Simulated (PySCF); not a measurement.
Sn(H)(vinyl)(OH)2 (C2H6O2Sn), SMILES [CH]([SnH]([OH])[OH])=C.

Geometry optimised at B3LYP-D3(BJ)/def2-SVP. The structure was generated by enumeration; whether it is a known compound was not checked. The def2 effective core potentials stand for the cores of Sn; spin–orbit coupling is left out. The values are those of a single conformer.

Two levels are set side by side: PBE/def2-TZVP (PySCF) and HF/def2-TZVP (PySCF). Same geometry, gas phase. Differences are taken from unrounded values.

```json
[
 {"quantity": "orbital gap (eV)", "PBE": "4.76"},
 {"quantity": "highest occupied level (eV)", "PBE": "-6.63"},
 {"quantity": "lowest empty level (eV)", "PBE": "-1.87"},
 {"quantity": "dipole moment (D)", "PBE": "1.34"},
 {"quantity": "mean polarisability (bohr³)", "PBE": "71.6"}
]
```

Q: These are the PBE values. What does HF give? (The exact figures need the calculation; the answer reports its results.)

A: 
| quantity | HF | PBE minus HF |
|---|---|---|
| orbital gap (eV) | 13.27 | -8.51 |
| highest occupied level (eV) | -10.84 | 4.21 |
| lowest empty level (eV) | 2.43 | -4.30 |
| dipole moment (D) | 1.64 | -0.30 |
| mean polarisability (bohr³) | 63.5 | 8.1 |

PBE's occupied levels lie high since its potential decays too fast outside the molecule; exact exchange lowers them and widens the gap. PBE's more diffuse valence density responds more strongly to a field. Differences between two approximate levels are no errors against the true value.

Rough cost on one machine, each run with all the roots and properties that it gave: HF against PBE about 1/4.
